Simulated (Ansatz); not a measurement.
Cost and result for the atomization energy of `OBC(F)S` (9 atoms, 8 bonds).

Cartesian coordinates in Å:
```
O -0.511 -1.746 0.955
B 0.138 -0.573 0.960
C -0.136 0.460 -0.215
F -1.152 -0.036 -1.045
S 1.376 0.755 -1.126
H -1.094 -1.826 0.189
H 0.893 -0.325 1.851
H -0.497 1.413 0.183
H 0.982 1.877 -1.752
```

The species carries charge 0 and has multiplicity 1. Geometry: relaxed with PBE0-D4/def2-TZVP. It is one conformer, not always the lowest. Program: Ansatz. All runs use 2 threads of an Arm Neoverse V2 on a shared host. Times are those of one run each, without the atoms' runs, and a repeat can differ threefold. Electronic energies, without spin–orbit coupling; frozen cores. CCSD(T)/CBS adds CCSD(T) − MP2 in def2-TZVPP to the MP2 limit, and its time is that of the two runs behind it. T1 = 0.013.

CCSD(T)/CBS is a level of theory with its own doubt, some kJ/mol a heavy atom from the limit and from the frozen cores, so smaller differences don't rank the functionals.

```
                             level  functions  wall time  atomization (kJ/mol)  difference from CCSD(T)/CBS  per bond
              revPBE-D4/def2-TZVPP        222      2.5 s                3370.8                          2.3       0.3
                BLYP-D4/def2-TZVPP        222      2.7 s                3382.8                         14.3       1.8
   PBE-D4/def2-TZVPP (with forces)        222      3.1 s                3474.2                        105.7      13.2
                PBE0-D4/def2-TZVPP        222      3.5 s                3384.5                         16.0       2.0
                  CCSD(T)/def2-SVP         94      5.5 s                3181.1                       -187.4     -23.4
r2SCAN-D4/def2-TZVPP (with forces)        222      6.5 s                3397.9                         29.4       3.7
               PBE-QIDH/def2-TZVPP        222        7 s                3349.4                        -19.1      -2.4
                ωB97X-V/def2-TZVPP        222      9.5 s                3384.9                         16.4       2.1
                 B97M-V/def2-TZVPP        222       13 s                3386.7                         18.2       2.3
  ωB97M-V/def2-TZVPP (with forces)        222       14 s                3397.5                         29.0       3.6
                    MP2/def2-QZVPP        418       25 s                3421.5                         53.0       6.6
                CCSD(T)/def2-TZVPP        222    2.7 min                3274.4                        -94.1     -11.8
                 CCSD(T)/CBS(def2)          –    3.1 min                3368.5                          0.0       0.0
```

The D4 term adds +26.7 kJ/mol with B3LYP and +13.9 kJ/mol with PBE0; it sums over pairs of atoms, weighted by their polarisabilities, and B3LYP, whose exchange is more repulsive, gets the larger term. In def2-TZVPP, CCSD(T) changes the Hartree–Fock value by +868.1 kJ/mol (the triples alone add +59.5 kJ/mol) and MP2 by +959.8 kJ/mol; breaking electron pairs costs correlation energy, which Hartree–Fock lacks. From PBE to PBE0 (25 % exact exchange), in def2-TZVPP and without D4, the atomization energy moves by −87.0 kJ/mol: exact exchange takes away binding that semilocal exchange gives to molecules.

B3LYP here is the variant with VWN-RPA as its local correlation; programs differ in this.
